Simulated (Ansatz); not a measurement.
Geometry optimisation, UKS PBE0-D4/def2-SVP in Ansatz.

Input file:

```yaml
crystal:
  periodic: [false, false, false]
  atoms:
    - { symbol: Ge, position_ang: [-0.000312, 0.0, -0.234825] }
    - { symbol: Cl, position_ang: [-0.007111, 0.0, 3.181526] }
    - { symbol: F, position_ang: [1.597474, 0.0, -0.878531] }
    - { symbol: F, position_ang: [-0.79745, 1.382541, -0.883297] }
    - { symbol: F, position_ang: [-0.79745, -1.382541, -0.883297] }
    - { symbol: F, position_ang: [0.006448, 0.0, 4.760224] }
magnetization:
  spin_polarized: true
  initial_magnetization: 1
basis:
  gaussian: { orbitals: def2-SVP }
hamiltonian:
  xc: pbe0
  dispersion: d4
relax:
  f_tol: 0.03
  max_steps: 50
output:
  orbitals: {}
```

Launched with:

```bash
$ ansatz run input.yaml --threads 4 --pin off --max-ram 5120MiB --backend cpu --events-out ev --progress --plain --runs-dir out
```

Where does it end, and by what steps?

The run converged. After 18 steps the energy has fallen by 2.002 eV; F6 moved furthest, 1.76 Å. Parted: Cl2–F6 (1.58 → 2.36 Å). Joined: Ge1–Cl2 (3.42 → 2.12 Å).

| step | energy less start (eV) | largest force component (eV/Å) | accepted |
| --- | --- | --- | --- |
| 0 | 0.0000 | 2.458 | yes |
| 1 | -0.0892 | 1.761 | yes |
| 2 | -0.1922 | 1.490 | yes |
| 3 | -0.3969 | 1.950 | yes |
| 4 | -0.9288 | 3.346 | yes |
| 5 | -1.5251 | 1.680 | yes |
| 6 | -1.7335 | 1.593 | yes |
| 7 | -1.8388 | 0.260 | yes |
| 8 | -1.8640 | 0.257 | yes |
| 9 | -1.8762 | 0.478 | yes |
| 10 | -1.8892 | 0.354 | yes |
| 11 | -1.9156 | 0.317 | yes |
| 12 | -1.9419 | 0.132 | yes |
| 13 | -1.9644 | 0.065 | yes |
| 14 | -1.9860 | 0.085 | yes |
| 15 | -1.9994 | 0.061 | yes |
| 16 | -1.9991 | 0.062 | no |
| 17 | -1.9995 | 0.097 | yes |
| 18 | -2.0016 | 0.009 | yes |

```xyz
6
Properties=species:S:1:pos:R:3
Ge -0.130 0.000 0.320
Cl -1.183 0.000 2.161
F 1.561 0.000 0.469
F -0.576 1.382 -0.569
F -0.576 -1.382 -0.569
F 0.906 0.000 3.249
```

Whether the end is a true minimum wasn't checked by a vibrational analysis.

Run time: 63 s on 4 threads of Arm Neoverse V2, on a shared host, peak memory 0.43 GiB.
